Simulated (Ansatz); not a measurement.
Relaxation of C₄H₇NO₂ (14 atoms, charge 0, multiplicity 1), to a largest force component of 0.02 eV/Å in at most 50 steps.

The calculation used RKS LDA/6-31G* (Ansatz 0.2.0).

```xyz
14
Properties=species:S:1:pos:R:3
C -0.461 -0.547 1.379
C 0.255 -0.188 0.092
O 0.726 -1.406 -0.461
C -0.598 0.464 -0.933
N -0.825 -0.090 -2.117
C 1.425 0.744 0.424
O 1.427 1.952 0.298
H -1.307 -1.164 1.156
H 0.138 -0.987 2.142
H -0.911 0.405 1.856
H 0.541 -1.361 -1.387
H -1.175 1.392 -0.631
H -1.529 0.516 -2.669
H 1.779 2.876 0.366
```

Where does it end, and by what steps?

It converged. After 13 steps the energy has fallen by 2.246 eV; H14 moved furthest, 0.62 Å.

| step | energy less start (eV) | largest force component (eV/Å) | accepted |
| --- | --- | --- | --- |
| 0 | 0.0000 | 5.868 | yes |
| 1 | -1.0008 | 3.487 | yes |
| 2 | -1.4898 | 2.762 | yes |
| 3 | -2.0203 | 0.959 | yes |
| 4 | -2.0598 | 1.118 | yes |
| 5 | -2.0896 | 1.341 | yes |
| 6 | -2.1986 | 0.267 | yes |
| 7 | -2.2237 | 0.266 | yes |
| 8 | -2.2334 | 0.445 | yes |
| 9 | -2.2397 | 0.356 | yes |
| 10 | -2.2439 | 0.151 | yes |
| 11 | -2.2437 | 0.092 | no |
| 12 | -2.2458 | 0.047 | yes |
| 13 | -2.2459 | 0.008 | yes |

```xyz
14
Properties=species:S:1:pos:R:3
C -0.383 -0.363 1.339
C 0.285 -0.176 -0.031
O 0.712 -1.397 -0.532
C -0.656 0.472 -0.992
N -0.855 -0.141 -2.094
C 1.472 0.703 0.321
O 1.013 1.924 0.536
H -1.112 -1.187 1.248
H 0.384 -0.656 2.082
H -0.879 0.562 1.683
H 0.289 -1.430 -1.439
H -1.080 1.455 -0.706
H -1.479 0.369 -2.738
H 1.773 2.471 0.840
```

Time of the run: 30 s on 2 threads of Arm Neoverse V1, with other jobs on the host, peak memory 0.16 GiB.
